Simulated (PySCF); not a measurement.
Species: [CrSI4]- (charge -1 and doublet state).
Bonds: Cr1–S2, Cr1–I3, Cr1–I4, Cr1–I5, Cr1–I6.

Theory: PBE0-D3(BJ)/def2-SVP geometry optimisation, gas phase, def2 core potentials past Kr (PySCF).

Problem. How far are the bound atoms from Cr1?

Solution. 5 atoms: S2 2.094 Å, I5 2.588 Å, I3 2.589 Å, I6 2.688 Å, I4 2.771 Å.

Problem. List the angles at Cr1.

Solution. 
| angle | degrees | distance of the outer atoms (Å) |
| --- | --- | --- |
| I4–Cr1–I6 | 163.9 | 5.41 |
| I3–Cr1–I5 | 126.0 | 4.61 |
| S2–Cr1–I3 | 117.2 | 4.00 |
| S2–Cr1–I5 | 116.5 | 3.99 |
| I5–Cr1–I6 | 94.2 | 3.87 |
| I3–Cr1–I6 | 94.0 | 3.86 |
| I4–Cr1–I5 | 93.3 | 3.90 |
| I3–Cr1–I4 | 93.0 | 3.89 |
| S2–Cr1–I6 | 86.2 | 3.30 |
| S2–Cr1–I4 | 77.7 | 3.10 |

Problem. Describe the arrangement about Cr1 in numbers.

Solution. τ5 = (β − α)/60° = 0.63 from the two widest angles, 163.9° and 126.0° (0 for a square pyramid, 1 for a trigonal bipyramid). The Cr–I distances aren't all alike: 2.588 to 2.771 Å.

Problem. What are the rotational constants (commonest isotopes, rigid rotor)?

Solution. A = 273.8, B = 215.0, C = 157.7 MHz: an asymmetric top.

Point group: Cs (every atom within 0.08 Å of its image). Charge -1, doublet. ⟨S²⟩ = 2.239 (exact for a doublet: 0.75). The geometry's basis has no diffuse functions, a weakness for an anion. No PBE0-D3(BJ)/def2-SVP frequencies stand behind this structure, so it isn't proved a minimum.
